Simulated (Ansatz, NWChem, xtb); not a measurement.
**Ligand exchange: InH2(NH2) + SiH3(CH3) → SiH3(InH2) + CH5N**

Species: InH2(NH2), singlet; SiH3(CH3) (methylsilane), singlet; SiH3(InH2), singlet; CH5N (methylamine) `CN`, singlet. The partners trade NH2 for SiH3: In–NH2 and C–SiH3 bonds give way to In–SiH3 and C–NH2.

Shapes, held fixed at every level: PBE0-D4/def2-TZVP. Programs: Ansatz 0.2.0, xtb 6.7.1. Electronic energies: no zero-point or thermal term.

Q: Estimate ΔE of this reaction.

A: The highest level, CCSD(T)/def2-TZVPP, gives ΔE = +76.5 kJ/mol; the levels span -32.0 to +86.2. They disagree on the sign: 8 of 9 are positive. GFN0-xTB strays far from the other rows. The column of differences is taken from that level and isn't an error. No measured value is set beside it here. For atoms past krypton def2 sets carry core potentials with scalar relativity. Outer-core shells of In are correlated, in sets that cover them unevenly.

```json
{"level": "GFN0-xTB", "kind": "semi-empirical", "ΔE (kJ/mol)": "-32.0", "less CCSD(T)/def2-TZVPP": "-108.5"}
{"level": "HF/def2-SVP", "kind": "Hartree–Fock", "ΔE (kJ/mol)": "+48.1", "less CCSD(T)/def2-TZVPP": "-28.4"}
{"level": "HF/def2-TZVPP", "kind": "Hartree–Fock", "ΔE (kJ/mol)": "+67.5", "less CCSD(T)/def2-TZVPP": "-9.0"}
{"level": "BHLYP-D4/def2-TZVPP", "kind": "global hybrid", "ΔE (kJ/mol)": "+70.3", "less CCSD(T)/def2-TZVPP": "-6.2"}
{"level": "wB97X-V/def2-TZVPP", "kind": "range-separated hybrid", "ΔE (kJ/mol)": "+72.8", "less CCSD(T)/def2-TZVPP": "-3.7"}
{"level": "MP2/def2-TZVPP", "kind": "perturbation theory", "ΔE (kJ/mol)": "+86.2", "less CCSD(T)/def2-TZVPP": "+9.7"}
{"level": "CCSD(T)/def2-SVP", "kind": "coupled cluster or CI", "ΔE (kJ/mol)": "+58.5", "less CCSD(T)/def2-TZVPP": "-18.0"}
{"level": "CCSD/def2-SVP", "kind": "coupled cluster or CI", "ΔE (kJ/mol)": "+56.5", "less CCSD(T)/def2-TZVPP": "-20.0"}
{"level": "CCSD(T)/def2-TZVPP", "kind": "coupled cluster or CI", "ΔE (kJ/mol)": "+76.5", "less CCSD(T)/def2-TZVPP": "0.0"}
```
